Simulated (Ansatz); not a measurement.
`C[SiH2][Si](F)(F)F` + CH₃OH → `CO[Si](F)(F)F` + `C[SiH3]` at 500 K and 1 bar (cleavage of the Si–Si bond).

Program: Ansatz. Geometries: PBE0-D4/def2-TZVP. ΔE: electronic, gas phase. CCSD(T)/CBS adds triple-zeta CCSD(T) − MP2 to the extrapolated MP2 energy (def2 sets, frozen cores). This one scheme is used for every species. One conformer a species, not always the lowest.

```
             species  CCSD(T)/CBS energy (Eh)  H − E (kJ/mol)  S (J/(mol·K))
`C[SiH2][Si](F)(F)F`               -918.81998           223.1          466.6
               CH₃OH               -115.61712           157.0          265.4
     `CO[Si](F)(F)F`               -703.74509           183.3          420.7
           `C[SiH3]`               -330.73916           189.7          296.8
```

H − E and S are ideal-gas, rigid-rotor, harmonic terms from PBE0-D4/def2-TZVP, for one conformer and one mirror image of each species. 1 Eh = 2625.50 kJ/mol, R = 8.31446 J/(mol·K).

Problem. By hand: ΔE, ΔH, ΔS and ΔG.

Solution. ΔE = (-703.74509) + (-330.73916) − (-918.81998) − (-115.61712) = -0.04715 Eh = -123.8 kJ/mol. Δ(H − E) = 183.3 + 189.7 − 223.1 − 157.0 = -7.1, so ΔH = -130.9 kJ/mol. ΔS = 420.7 + 296.8 − 466.6 − 265.4 = -14.5 J/(mol·K). ΔG = -130.9 − 500 × (-14.5)/1000 = -123.7 kJ/mol.

Problem. By hand: the equilibrium constant, and the temperature at which ΔG would vanish if ΔH and ΔS stayed fixed.

Solution. log₁₀ K = −ΔG/(RT ln 10) = 12.9. ΔG = 0 at ΔH/ΔS = 9028 K, far beyond where these terms or the molecules hold.

The number of gas molecules stays the same, so ΔS is small and ΔH decides. A doubt of 5 kJ/mol in ΔE shifts log₁₀ K by 0.5 here. Other conformers and mirror images would add mixing entropy, several J/(mol·K) or more a flexible species. Modes under 60 cm⁻¹, often nearly free rotors, make the harmonic entropy too high. These are equilibria of isolated gas molecules and say nothing of rates. Largest T1 diagnostic: 0.012 (customary marks: 0.02 for closed shells, 0.045 for open ones).
